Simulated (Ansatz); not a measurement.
A nudged elastic band was laid between two geometries of CH6BBrOSi (11 atoms, charge 0, multiplicity 1).

Computed with RKS B3LYP/def2-SVP (Ansatz).

| Quantity | Value |
| --- | --- |
| movable images | 9 |
| climbing image | yes |
| spring | 5.0 eV/Å² |
| optimiser | quadratic models (default) |
| start path | through a guess of the saddle point |
| force threshold | 0.05 eV/Å |
| iteration limit | 60 |
| end points | relaxed |

Initial state:

```xyz
11
Properties=species:S:1:pos:R:3
B -1.112 1.660 1.178
O -0.114 0.838 0.789
Si 0.590 0.121 -0.547
C 0.596 -1.724 -0.296
Br -0.553 0.634 -2.413
H -1.205 1.907 2.358
H -1.881 2.120 0.365
H 1.946 0.703 -0.683
H 1.129 -1.975 0.635
H 1.101 -2.226 -1.137
H -0.432 -2.114 -0.228
```

Final state:

```xyz
11
Properties=species:S:1:pos:R:3
B -0.586 1.336 0.672
O -1.386 0.667 1.531
Si 0.609 0.256 -0.567
C 0.546 -1.609 -0.323
Br -0.173 0.752 -2.652
H -0.615 2.549 0.629
H -1.956 1.239 2.065
H 2.028 0.726 -0.547
H 0.959 -1.866 0.668
H 1.133 -2.136 -1.091
H -0.493 -1.971 -0.365
```

Problem. What changes between the two ends?

Solution. Bonds broken: B1–H7, O2–Si3. Bonds formed: B1–Si3, O2–H7.

Problem. Give the energies along the band, and the barrier.

Solution. The run converged. The highest image is number 7 of 0 to 10, 525.9 kJ/mol above the first end and 420.9 kJ/mol above the last; the last end lies 105.0 kJ/mol above the first. The profile has 3 maxima (images 1, 4, 7) with wells between them (images 2, 5): this band takes more than one step, which may be the mechanism or a detour left from its start path. Neighbouring images differ by up to 5.3 eV, so the band resolves the path poorly. A vibrational analysis at the climbing image gives one clearly imaginary mode, 694i cm⁻¹: a first-order saddle point. The orbitals stay closed-shell, which can raise the energy where a bond breaks towards radicals; this wasn't checked here.

```
image  path coordinate (Å)  energy (kJ/mol)  B1–H7 (Å)  O2–Si3 (Å)  B1–Si3 (Å)
    0                 0.00              0.0       1.21        1.67        2.87
    1                 1.45              8.6       1.21        1.65        2.98
    2                 2.90              1.4       1.21        1.68        2.80
    3                 4.36              2.2       1.21        1.68        2.86
    4                 5.81              9.0       1.21        1.65        2.99
    5                 7.27              4.4       1.21        1.68        2.82
    6                 8.73             14.4       1.23        1.67        2.80
    7                10.19            525.9       2.57        1.74        2.80
    8                11.51            271.0       2.17        2.17        2.14
    9                12.82            112.8       1.97        2.78        2.03
   10                14.14            105.0       1.96        2.92        2.03
```

Problem. What is the geometry of the highest image?

Solution. 
```xyz
11
Properties=species:S:1:pos:R:3
B -0.233 2.109 1.273
O -0.521 1.055 0.491
Si 0.497 0.166 -0.604
C 0.402 -1.632 -0.135
Br -0.276 0.550 -2.659
H -1.056 2.629 1.983
H -1.784 0.317 0.281
H 1.846 0.750 -0.498
H 0.714 -1.755 0.915
H 1.090 -2.211 -0.774
H -0.614 -2.034 -0.251
```

Time of the run: 14 min on 2 threads of Intel(R) Xeon(R) 6975P-C (Granite Rapids) (shared host), peak memory 0.35 GiB.
